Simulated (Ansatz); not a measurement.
SiGe2H8⁻, that is n-GeGeSiH8 with one electron more. Total charge -1; doublet. Geometry PBE-D4/def2-SVP, that of the neutral singlet.

```xyz
11

Ge    1.1924   -0.8186    1.4134
Ge   -0.9006   -0.0320    0.4385
Si   -0.5307    0.8520   -1.7548
H     2.1834    0.3662    1.5706
H     1.8440   -1.8803    0.4867
H     0.9591   -1.4565    2.8085
H    -1.9095   -1.2134    0.3703
H    -1.5207    1.0601    1.3553
H    -1.8167    1.3281   -2.3767
H     0.0685   -0.2146   -2.6330
H     0.4307    2.0089   -1.6787
```

At PBE-D4/def2-TZVPD, r2SCAN-D4/def2-TZVPD, PBE0-D4/def2-TZVPD the highest occupied level of the charge -1 doublet lies above zero (up to 2.29 eV). By energy differences it is unbound by 0.83 eV (vertical, to the charge 0 singlet, at r2SCAN-D4/def2-TZVPD) and held by the finite basis.

Q: Estimate the α-spin orbital energies around the gap (eV) in Ansatz with PBE-D4/def2-TZVPD, r2SCAN-D4/def2-TZVPD, PBE0-D4/def2-TZVPD.

A: 
```
orbital  PBE-D4/def2-TZVPD  r2SCAN-D4/def2-TZVPD  PBE0-D4/def2-TZVPD
 HOMO−5              -4.54                 -4.88               -5.83
 HOMO−4              -4.48                 -4.80               -5.75
 HOMO−3              -4.12                 -4.46               -5.39
 HOMO−2              -3.44                 -3.75               -4.59
 HOMO−1              -2.80                 -3.00               -3.84
   HOMO               2.25                  2.29                2.01
   LUMO               2.54                  2.77                3.07
 LUMO+1               2.63                  2.94                3.22
 LUMO+2               3.14                  3.36                3.84
 LUMO+3               3.18                  3.47                3.92
 LUMO+4               3.49                  3.78                4.18
 LUMO+5               3.69                  3.92                4.26
 β HOMO              -2.70                 -2.92               -3.69
 β LUMO               2.64                  3.21                3.31
```
